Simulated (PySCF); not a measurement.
## LiCa and its ions

ROHF-CCSD(T); PySCF, no relativity, basis sets Li 6-31G(d,p), Ca 6-31G(d,p). Neutral (ROHF): doublet (σ ↑), Re = 3.423 Å, ωe = 181 cm⁻¹, De = 0.25 eV.

LiCa⁺ (RHF): singlet (closed shell), Re = 3.309 Å, ωe = 242 cm⁻¹, De = 1.21 eV to Li⁺ + Ca. The energies at the minima are -684.33640 hartree for LiCa and -684.17569 for LiCa⁺.

**Question.** Work out the adiabatic ionisation energy, without and with harmonic zero-point energies (1 hartree = 27.2114 eV, 1 eV = 8065.5 cm⁻¹), and the change of the bond length.

**Answer.** At CCSD(T): 0.16071 hartree = 4.373 eV between the minima; the zero-point term (242.0 − 181.0)/2 cm⁻¹ = +0.004 eV makes it 4.377 eV. Re changes by -11.4 pm against the neutral. The electron leaves a σ orbital, and the shorter bond of the ion fits an antibonding orbital, or a change in how ionic the bond is.

Correlated steps freeze 5 core orbitals. Weak bonds: LiCa. Basis-set superposition, not corrected here, can be much of De in a small basis, most of all at correlated wavefunction levels. For an ion De counts to the pair picked by the measured ionisation energies or electron affinities, which need not be the lowest pair at this level. States were picked by a PBE0 search and need not be the measured ground states.
